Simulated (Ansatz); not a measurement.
Molecule: TiO2, charge -1, multiplicity 2. SMILES of the parent species: [O]=[Ti]=[O]

Atoms: Ti1, O2, O3. Bonds: Ti1-O2, Ti1-O3.

Bond lengths (Å) and angles (degrees) optimised at HF/6-31G* with LANL2DZ past Ar with Ansatz (an electronic-structure program); PBE/6-31G* with LANL2DZ past Ar with Ansatz; B3LYP/LANL2DZ with Ansatz; B3LYP/6-31G* with LANL2DZ past Ar with Ansatz, each started from the B3LYP-D3(BJ)/def2-TZVP structure (Ansatz) of the last column. A row stands for all coordinates that are equal there. 6-31G* holds six Cartesian d functions. No wavenumbers were computed at PBE/6-31G* with LANL2DZ past Ar, B3LYP/LANL2DZ, so these may be saddle points.

| coordinate | HF/6-31G* with LANL2DZ past Ar | PBE/6-31G* with LANL2DZ past Ar | B3LYP/LANL2DZ | B3LYP/6-31G* with LANL2DZ past Ar | B3LYP-D3(BJ)/def2-TZVP |
|---|---|---|---|---|---|
| Ti1-O2 | 1.651 | 1.683 | 1.687 | 1.674 | 1.677 |
| O2-Ti1-O3 | 117.1 | 110.1 | 112.0 | 111.9 | 114.0 |

Mean signed difference of all 2 bond lengths from B3LYP-D3(BJ)/def2-TZVP: HF/6-31G* with LANL2DZ past Ar -0.025 Å, PBE/6-31G* with LANL2DZ past Ar 0.007 Å, B3LYP/LANL2DZ 0.011 Å, B3LYP/6-31G* with LANL2DZ past Ar -0.002 Å.
